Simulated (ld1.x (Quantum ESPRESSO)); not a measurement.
The numbers below are computed, except where a source is named.
# Pseudopotentials across the periodic table

Generated with ld1.x 7.5 (TM, RRKJ, ultrasoft, PAW), atompaw 4.2 or ONCVPSP 4.0.1. The cutoff is in Ry: for ld1.x and atompaw files where the sum of valence levels is converged to 10 mRy in a Bessel basis, for ONCV files where the hardest occupied wave has 1 mHa per electron of residual kinetic energy. The error is the largest all-electron minus pseudo excitation energy over each file’s own four to seven test configurations (ionisations up to +4, promotions, holes and added fractions of an electron), all of which were solved. The labels leave out finer settings (local radius, basis sizes, second energies), which also bear on the numbers. Spin-polarised tests are not counted. The rows are a selection from randomly drawn settings: files with unsolved tests, undetermined cutoffs or missed reference levels are left out.

A true bound ghost makes a file unfit for plane-wave use even where its test errors are small: the radial tests pick states by their node count and pass the ghost by.

```csv
element,potential,cutoff (Ry),largest error (meV),bound ghosts
Li,"TM, LDA (PZ), scalar-relativistic, rc 2.20/4.20/3.85 (spd), local smoothed, core correction yes, reference 2s0.75 2p0.25",6,+3.2,none
Si,"PAW, LDA (PZ), non-relativistic, rc 1.70/2.45/2.50 (spd), local smoothed, core correction yes, reference 3s2 3p2",10,-73,none
Fe,"TM, LDA (PZ), scalar-relativistic, rc 1.20/0.94/1.12 (spd), local smoothed, core correction yes, reference 3s2 3p6 3d6 4s0 4p0",160,+653,none
Zr,"TM, PBE, non-relativistic, rc 2.95/2.15/1.50 (spd), local smoothed, core correction no, reference 4p6 4d2 5s2 5p0",35,-334,none
Dy,"ultrasoft, PBE, fully relativistic, rc 3.30/3.55/3.45/3.50 (spdf), local smoothed, core correction no, reference 5d1 6s1 6p0",6,+225,none
Pb,"TM semilocal, Wu–Cohen, scalar-relativistic, rc 1.50/2.00 (sp), local p, core correction yes, reference 6s2 6p0",55,-213,none
```

Question: Fill in the row for Cd: TM, PBE, scalar-relativistic, rc 2.00/2.30/1.20 (spd), local s, core correction yes, reference 4d10 5s2 5p0.

Answer: cutoff 90 Ry, largest error -1030 meV, bound ghosts: none.

Question: Fill in the row for O: RRKJ, PBE, scalar-relativistic, rc 0.65/1.55 (sp), local s, core correction yes, reference 2s2 2p4.

Answer: cutoff 140 Ry, largest error +1125 meV, bound ghosts: none.

Question: Fill in the row for Pb: TM, PBE, scalar-relativistic, rc 1.85/2.75/2.75 (spd), local s, core correction yes, reference 6s1 6p3.

Answer: cutoff 18 Ry, largest error -363 meV, bound ghosts: d.
